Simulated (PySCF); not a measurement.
Basis-set dependence of the excitation energy of Xe⁺

Xe⁺ [Kr] 4d10 5s2 5p5 (2P) → Xe⁺ [Kr] 4d10 5s2 5p4 6s1, s spin flipped. Calculated with PySCF 2.14 from differences of total energies of unrestricted determinants, without spin-orbit coupling. Values in eV.

| basis | Hamiltonian | functions | UHF | r2SCAN | PBE0 | MP2 (valence) |
| --- | --- | --- | --- | --- | --- | --- |
| aug-cc-pVTZ-DK3 | spin-free X2C | 68 | 11.561 | 11.938 | 11.974 | 11.833 |
| x2c-TZVPPall with one added diffuse shell each of s, p, d, f type | spin-free X2C | 76 | 11.752 | 12.021 | 12.074 | 11.938 |
| aug-cc-pVQZ-DK3 | spin-free X2C | 102 | 11.500 | 11.936 | 11.958 | 11.900 |
| aug-cc-pwCVTZ-DK3 with one added diffuse shell each of s, p, d, f type | spin-free X2C | 125 | 11.492 | 11.921 | 11.952 | 11.809 |

Frozen in the all-electron rows: valence: [Kr] 4d10.

In the upper determinant the s electron has its spin opposite to the other open shell, which mixes two multiplicities.
